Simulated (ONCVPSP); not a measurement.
# What one change does to a pseudopotential (Cd (Z = 48), ONCV)

ONCVPSP 4.0.1 input, shortened (lines: element, Z, core and valence counts, functional; n l f; lmax; l rc ep ncon nbas qcut; lloc lpopt rc5 dvloc0; l nproj debl; icmod fcfact rcfact), PBE, scalar-relativistic:

```
  Cd 48.00    6    4        4      upf
    1    0    2.00
    2    0    2.00
    2    1    6.00
    3    0    2.00
    3    1    6.00
    3    2   10.00
    4    0    2.00
    4    1    6.00
    4    2   10.00
    5    0    2.00
    2
    0    1.70    0.00    4    7    7.70
    1    1.00    0.00    3    7    7.40
    2    1.85    0.00    3    8    8.20
    4    5    0.70    2.00
    0    2    2.70
    1    2    2.00
    2    2    0.60
    2    0.65    1.10
```

In the p channel the program set the typed energies aside and used -2.461, 0.250 Ha.

All-electron outer shells of the reference configuration (PBE, scalar-relativistic, ld1.x):

```tsv
shell	level (eV)	outermost node (bohr)	outermost maximum (bohr)
3d	-393.64	–	0.27
4s	-105.92	0.43	0.79
4p	-66.97	0.43	0.84
4d	-11.73	0.42	0.98
5s	-5.66	1.07	2.35
```

Change: d: qcut 4.7.

Cutoffs: the cutoffs (Ha) at which the residual kinetic energy of the hardest occupied pseudo-wave falls to 1 and 0.1 mHa per electron; they do not see the model core or the augmentation charge, which bear on the density cutoff. Errors are all-electron minus pseudo energies relative to the spin-unpolarised reference configuration.

Problem. What does the change do?

Solution. The bound ghosts move from s to d, s; of the 4 tests that both files solve, the error grows in 4 and shrinks in 0 by more than 15 % and 0.3 meV (median size 8.4 → 24.3 meV); the range in which the d phases agree narrows (upper end at the end of the scan → 1.8).

| quantity | base | changed |
| --- | --- | --- |
| cutoffs, loose and tight | 144 Ha, 232 Ha | not determined |
| bound ghosts | s | s, d |
| GHOST(+) flags under 300 eV | none | none |
| error for 4s2 4p6 4d10 5s1, meV [ΔE 9.27 eV] | -2.2 | -3.7 |
| error for 4s2 4p6 4d10 5s0, meV [ΔE 26.40 eV] | -8.6 | -26 |
| error for 4s2 4p6 4d9 5s0, meV [ΔE 64.41 eV] | -8.2 | -23 |
| error for 4s2 4p6 4d9 5s2, meV [ΔE 17.97 eV] | +14 | +98 |
| s: phases at 1.73 bohr within 0.05 rad from the reference energy up to (Ha; the scan ends near 5) | to the end of the scan | to the end of the scan |
| p: phases at 1.01 bohr within 0.05 rad from the reference energy up to (Ha; the scan ends near 5) | to the end of the scan | to the end of the scan |
| d: phases at 1.88 bohr within 0.05 rad from the reference energy up to (Ha; the scan ends near 5) | to the end of the scan | 1.8 |
| rms error of d²Exc/dni dnj with the model core, mHa | 1.89 | 2.67 |

 A true bound ghost makes a file unfit for plane-wave use even where its test errors are small: the radial tests pick states by their node count and pass the ghost by.
